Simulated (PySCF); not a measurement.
One computed conformer, no relativistic terms, in vacuum, fast rotation and ring inversion assumed for equivalent nuclei. GFN2-xTB structure; PBE0/pcSseg-1 with gauge-including orbitals; PySCF 2.14.

δ = σ(ref) − σ, references computed at the same level: TMS for 1H (σ = 31.72 ppm) and 13C (σ = 186.93 ppm). Acid and N–H amide carbonyl carbons lie up to 10 ppm further downfield in solution (hydrogen bonding). Shifts are as computed. Against solution values, carbons near 30 ppm lie about +3 ppm off and those near 130 ppm about +5 ppm. Of 1309 compounds with measured shifts, 239 miss one by over three times the rms of a fit or turn the order of signals round; such compounds aren't used in these exercises. Groups on amide-type nitrogens are kept apart (slow C–N rotation). OH and NH positions are gas-phase values without hydrogen bonding to other molecules.

(1) Order these molecules by the shift of their most deshielded carbon, lowest δ first.
A. CO[Si](O)(/C=C/F)OC
B. CO[SiH2]O/C(=C\F)OC
C. C[SiH2]O
D. NC(=O)CCOC(=O)[SiH2][SiH3]

(2) Order these molecules by the shift of their most shielded carbon, lowest δ first.
A. C[SiH2]c1ccc(N(C)C)o1
B. NC(=O)CCOC(=O)[SiH2][SiH3]
C. CO[SiH2]O/C(=C\F)OC
D. C[SiH2]O

(3) How many 13C and 1H signals does each give (equivalence by symmetry and fast rotation, but not about amide C–N or C=N bonds)? `NC(=O)CCOC(=O)[SiH2][SiH3]`, `CO[SiH2]O/C(=C\F)OC`, `CO[Si](O)(/C=C/F)OC`, `C[SiH2]c1ccc(N(C)C)o1`, `C[SiH2]O`

Results:

(1) C (0.5 ppm, methyl carbon bonded to Si), B (157.9 ppm, alkene carbon bearing oxygen), A (170.3 ppm, alkene CH), D (195.2 ppm, carbonyl carbon).

(2) A (-9.7 ppm, methyl carbon bonded to Si), D (0.5 ppm, methyl carbon bonded to Si), B (43.6 ppm, sp3 CH2 α to a carbonyl), C (50.8 ppm, methyl carbon bonded to O).

(3) NC(=O)CCOC(=O)[SiH2][SiH3]: 4 C, 6 H; CO[SiH2]O/C(=C\F)OC: 4 C, 4 H; CO[Si](O)(/C=C/F)OC: 3 C, 4 H; C[SiH2]c1ccc(N(C)C)o1: 6 C, 5 H; C[SiH2]O: 1 C, 3 H.
